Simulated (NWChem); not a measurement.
Molecule: CH6InN; SMILES C[NH][InH2]

```xyz
9

In     0.0317    -0.6968    -0.0845
H     -1.2665    -1.8178     0.0603
H      1.7083    -0.9530    -0.3824
N     -0.4919     1.2492     0.1296
C      0.3476     2.4160     0.0650
H     -1.4653     1.4746     0.3076
H      0.3519     3.0013     1.0059
H      0.0584     3.1154    -0.7445
H      1.3931     2.1270    -0.1292
```
Atoms are numbered in this order, from 1.

Level: PBE0/def2-SVP with def2 effective core potentials on In (NWChem), optimised geometry, unscaled harmonic frequencies. def2 effective core potentials on In; no spin-orbit coupling.

| frequency (cm⁻¹) | IR intensity (km/mol) |
|---|---|
| 140 | 9.2 |
| 203 | 1.4 |
| 243 | 6.4 |
| 405 | 60.7 |
| 480 | 170.3 |
| 540 | 150.8 |
| 542 | 0.0 |
| 589 | 27.0 |
| 1078 | 15.6 |
| 1130 | 0.2 |
| 1170 | 90.0 |
| 1375 | 14.5 |
| 1446 | 43.5 |
| 1459 | 1.6 |
| 1491 | 5.2 |
| 1815 | 62.3 |
| 1820 | 252.7 |
| 2986 | 137.4 |
| 3040 | 49.6 |
| 3118 | 18.2 |
| 3624 | 13.1 |

```
Item                                                                                Value
-----------------------------------------------------------------------  ----------------
zero-point energy                                                           41.0 kcal/mol
thermal correction to the enthalpy at 298.15 K (with zero-point energy)     45.2 kcal/mol
heat capacity Cv                                                         18.8 cal/(mol K)
entropy at 298.15 K and 1 atm (symmetry number 1)                        75.7 cal/(mol K)
```

Rigid rotor and harmonic oscillator.
